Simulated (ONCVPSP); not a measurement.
Reading a pseudo-wave (hydrogen)

Columns: radius, all-electron u(r) and pseudo u(r) of the 1s shell (level -6.49 eV) of hydrogen in the configuration 1s1; PBE, scalar-relativistic, ONCV scheme, ONCVPSP 4.0.1.

```csv
r (bohr),all-electron,pseudo
0.050,0.0913,0.0711
0.100,0.1735,0.1415
0.150,0.2473,0.2105
0.200,0.3133,0.2771
0.250,0.3722,0.3402
0.300,0.4244,0.3988
0.350,0.4706,0.4524
0.400,0.5112,0.5006
0.450,0.5468,0.5434
0.500,0.5776,0.5810
0.550,0.6042,0.6135
0.600,0.6269,0.6409
0.650,0.6460,0.6628
0.700,0.6618,0.6790
0.750,0.6747,0.6899
0.800,0.6849,0.6962
0.850,0.6927,0.6993
0.900,0.6982,0.7009
0.950,0.7018,0.7022
1.000,0.7035,0.7035
1.050,0.7035,0.7035
1.100,0.7021,0.7021
1.150,0.6993,0.6994
1.200,0.6954,0.6954
1.250,0.6904,0.6904
1.300,0.6844,0.6844
```

Problem. How many radial nodes do the two functions have?

Solution. The all-electron 1s function has n − l − 1 = 0; the pseudo-wave has 0.

Problem. At about which radius was the pseudo-wave matched?

Solution. 1.00 bohr, where the columns begin to agree (steps of 0.05 bohr).

Problem. Is the pseudo-wave norm-conserving?

Solution. Yes: the ONCV scheme keeps the norm inside the radius equal to the all-electron one, which fixes the energy derivative of the logarithmic derivative at the level.
